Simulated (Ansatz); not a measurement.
`CB[Se]C` + `C=C=CF` → `C=C=C(F)BC` + `C[SeH]`  (formal exchange of groups at a B–Se bond)

Program: Ansatz. Geometries: PBE0-D4/def2-TZVP. ΔE: electronic, gas phase. CCSD(T)/CBS adds triple-zeta CCSD(T) − MP2 to the extrapolated MP2 energy (def2 sets, frozen cores). Functionals use def2-TZVPP. For Se outer-core shells are correlated without core-valence functions, which leaves a few kJ/mol of doubt a bond. Scalar relativity is left out up to krypton. Each species was taken in one conformer, which may not be the lowest.

`CB[Se]C`:

Z-matrix (Å, degrees):
```
C
B 1 1.559
H 1 1.096 2 109.5
H 1 1.096 2 109.6 3 115.1
H 1 1.092 2 115.3 3 -122.4
Se 2 1.904 1 120.6 3 122.3
H 2 1.198 1 122.2 3 -57.7
C 6 1.950 2 102.2 1 -180.0
H 8 1.088 6 108.9 2 120.3
H 8 1.088 6 108.7 2 0.1
H 8 1.088 6 108.9 2 -120.0
```

`C=C=CF`:

```xyz
7

C    -0.903   -0.933   -0.283
C    -0.025   -0.016   -0.008
C     0.821    0.934    0.256
F     2.073    0.691    0.676
H    -1.576   -1.319    0.477
H    -0.991   -1.350   -1.283
H     0.602    1.992    0.165
```

`C=C=C(F)BC`:

```xyz
12

C     1.804   -2.117    0.605
C     1.087   -1.038    0.640
C     0.333    0.040    0.611
F     0.386    0.891    1.669
B    -0.595    0.358   -0.571
C    -1.488    1.629   -0.625
H     2.803   -2.114    0.180
H     1.429   -3.054    1.004
H    -0.589   -0.434   -1.468
H    -2.530    1.348   -0.818
H    -1.196    2.232   -1.494
H    -1.446    2.258    0.265
```

`C[SeH]`:

```xyz
6

C     0.430   -0.304    0.144
Se   -0.919    1.079    0.396
H    -0.039   -1.278    0.025
H     1.033   -0.303    1.050
H     1.062   -0.071   -0.710
H    -1.568    0.877   -0.906
```

Q: Is it downhill or uphill in electronic energy at CCSD(T)/CBS, and by how much? (Estimate.)

A: Computed: Uphill: ΔE = +54.4 kJ/mol.

Q: What do these levels give: r2SCAN-D4, PBE0-D4, ωB97X-V, PBE0, CCSD/def2-TZVPP, MP2/def2-QZVPP? (Estimate.)

A: The calculation gave: r2SCAN-D4 47.8, PBE0-D4 50.2, ωB97X-V 46.1, PBE0 49.7, CCSD/def2-TZVPP 51.9, MP2/def2-QZVPP 56.8 kJ/mol.

Largest T1 diagnostic among the species: 0.013.

In def2-TZVPP, CCSD(T) changes the Hartree–Fock value by +14.3 kJ/mol (the triples alone add +2.0 kJ/mol) and MP2 by +17.2 kJ/mol.
